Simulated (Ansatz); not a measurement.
Two isomers of C3H5BrO: A = `O=CCCBr`, B = `C/C=C(\O)Br`.

Computed with Ansatz on PBE0-D4/def2-TZVP structures; ΔE is electronic, products minus reactants. CBS: MP2 limit from def2 TZ/QZ plus the TZ coupled-cluster correction, frozen cores. DFT in def2-TZVPP. B3LYP here is the variant with VWN-RPA as its local correlation; programs differ in this. For Br outer-core shells are correlated without core-valence functions, which leaves a few kJ/mol of doubt a bond. Scalar relativity is left out up to krypton. One conformer a species, not always the lowest.

Which isomer does CCSD(T)/CBS put lower? Give the gap. (Best estimate.)

Computed: A, by 27.2 kJ/mol.

Give E(B) − E(A) in kJ/mol with CCSD/def2-TZVPP, PBE0-D4, B2PLYP, B3LYP, PBE-D4, B3LYP-D4, r2SCAN-D4. (Best estimate.)

Ansatz gave: CCSD/def2-TZVPP 33.7, PBE0-D4 21.7, B2PLYP 28.6, B3LYP 25.5, PBE-D4 18.4, B3LYP-D4 25.7, r2SCAN-D4 20.0. None reverses the order clearly.

Largest T1 diagnostic: 0.011.

In def2-TZVPP, CCSD(T) changes the Hartree–Fock value by −17.9 kJ/mol (the triples alone add −3.0 kJ/mol) and MP2 by −21.2 kJ/mol. From PBE to PBE0 (25 % exact exchange), in def2-TZVPP and without D4, E(B) − E(A) moves by +3.2 kJ/mol.
